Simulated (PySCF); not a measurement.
[Hf(Cl)4], neutral singlet in the gas phase. 

Z-matrix (Å, degrees):
```
Hf
Cl 1 2.3373
Cl 1 2.3376 2 109.31
Cl 1 2.3379 2 109.44 3 119.99
Cl 1 2.3380 2 109.54 3 -119.97
```
Charge 0, spin multiplicity 1.

All levels are single points at this geometry (BP86-D3(BJ)/def2-SVP); Pople sets use spherical d functions. Orbital energies aren't observables, and empty levels follow the basis.

SVWN5/6-31G* (LANL2DZ on Hf) in PySCF gives dipole (D) = 0.00.

Problem. Estimate the dipole (D) from each of these levels: B3LYP-D3(BJ)/def2-TZVP in PySCF; TPSSh-D3(BJ)/def2-TZVP in PySCF; B3LYP/6-311+G** (LANL2DZ on Hf) in PySCF; M06-2X/6-31G* (LANL2DZ on Hf) in PySCF; HF/6-31G* (LANL2DZ on Hf) in PySCF.

Solution. 
```csv
level,dipole (D)
B3LYP-D3(BJ)/def2-TZVP in PySCF,0.00
TPSSh-D3(BJ)/def2-TZVP in PySCF,0.00
B3LYP/6-311+G** (LANL2DZ on Hf) in PySCF,0.00
M06-2X/6-31G* (LANL2DZ on Hf) in PySCF,0.00
HF/6-31G* (LANL2DZ on Hf) in PySCF,0.01
```
